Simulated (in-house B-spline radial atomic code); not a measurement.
Radial electron density of Al⁵⁺, [He] 2s2 2p4. Level of theory: scalar-relativistic (X2C) B3LYP, spin-polarised, spherical fractional occupations, exact exchange averaged over the configuration, Fermi nucleus of rms radius 3.061 fm; calculated with a radial B-spline atomic code at the basis-set limit.

Columns: r (bohr), 4πr²n(r) (electrons per bohr), bar.

```
  0.0045   0.3467 #
 0.00524    0.458 #
 0.00611   0.6048 ##
 0.00712   0.7951 ##
  0.0083    1.042 ###
 0.00967    1.357 ####
  0.0113    1.766 #####
  0.0131    2.255 #######
  0.0153    2.891 #########
  0.0179    3.682 ###########
  0.0208    4.594 ##############
  0.0243    5.705 #################
  0.0283    6.953 #####################
  0.0329    8.317 #########################
  0.0384    9.802 ##############################
  0.0448    11.29 ##################################
  0.0522    12.64 ######################################
  0.0608    13.74 #########################################
  0.0709    14.42 ############################################
  0.0826    14.56 ############################################
  0.0963    14.08 ###########################################
   0.112    13.03 #######################################
   0.131     11.5 ###################################
   0.152    9.923 ##############################
   0.178      8.5 ##########################
   0.207     7.72 #######################
   0.241    7.693 #######################
   0.281    8.371 #########################
   0.328    9.427 ############################
   0.382    10.32 ###############################
   0.446    10.57 ################################
   0.519    9.882 ##############################
   0.605    8.293 #########################
   0.706    6.145 ###################
   0.822    3.994 ############
   0.959     2.21 #######
    1.12    1.019 ###
     1.3   0.4006 #
    1.52   0.1198 
    1.77   0.0285 
    2.06 0.005023
```

On this grid the curve has 2 maxima, near 0.0826, 0.446 bohr.

The 2p up radial function P(r) = rR(r), positive near the nucleus:

| r (bohr) | P |
| --- | --- |
| 0.0045 | 0.00161 |
| 0.00611 | 0.002902 |
| 0.0083 | 0.005227 |
| 0.0113 | 0.009421 |
| 0.0153 | 0.01672 |
| 0.0208 | 0.02965 |
| 0.0283 | 0.05208 |
| 0.0384 | 0.08962 |
| 0.0522 | 0.1515 |
| 0.0709 | 0.2487 |
| 0.0963 | 0.3932 |
| 0.131 | 0.5933 |
| 0.178 | 0.8387 |
| 0.241 | 1.089 |
| 0.328 | 1.28 |
| 0.446 | 1.31 |
| 0.605 | 1.129 |
| 0.822 | 0.7794 |
| 1.12 | 0.3992 |
| 1.52 | 0.1406 |
| 2.06 | 0.02974 |
